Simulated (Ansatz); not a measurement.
The cluster KBi4⁻, relaxed as a singlet with RKS r2SCAN-D4/def2-SVPD in Ansatz, starting from the GFN1-xTB geometry. Force threshold 0.02 eV/Å.

In the def2 sets Bi takes a core potential; there is no spin–orbit coupling. The restricted singlet is unstable towards broken spin symmetry in Hartree–Fock (as tested in another run); at r2SCAN-D4/def2-SVPD this wasn't settled. The highest occupied level of the charge -1 singlet lies above zero (up to 0.08 eV). The electron is either unbound and held by the finite basis, or the level is raised by self-interaction error. The structure comes from a short search, and lower isomers may exist.

Start:

```xyz
5

K    -0.310   -0.547    0.495
Bi    1.664   -2.785   -0.440
Bi   -0.788    0.386   -2.311
Bi    1.863    1.511    0.596
Bi   -2.429    1.435    1.661
```

**Question.** Estimate the energy that the relaxation releases and the steps that it takes.

**Answer.** 7.65 eV, in 13 steps; 83 s on 4 threads of Arm Neoverse V2 on a shared host. No frequencies were taken in this run, so the end may be a saddle point.

**Question.** Does the start keep its bonding and symmetry?

**Answer.** Bonds formed: Bi2–Bi3, Bi2–Bi4, Bi3–Bi4, Bi3–Bi5, Bi4–Bi5 (atoms count from 1). Metal–metal contacts that move far: K1–Bi4 2.99 to 4.14 Å, K1–Bi3 3.00 to 4.14 Å. Point group C2v at the start, C2v at the end, both within 0.05 Å.

**Question.** Predict the relaxed structure.

**Answer.** 
```csv
atom,x (Å),y (Å),z (Å)
K1,-0.985,-1.737,1.570
Bi2,1.492,-1.602,-0.741
Bi3,-0.437,0.505,-1.865
Bi4,1.467,1.312,0.222
Bi5,-1.538,1.522,0.814
```
Bond lengths (bridged metal pairs left out): 5 × Bi–Bi 2.94 to 3.07 Å; 4 × Bi–K 3.39 to 4.14 Å.
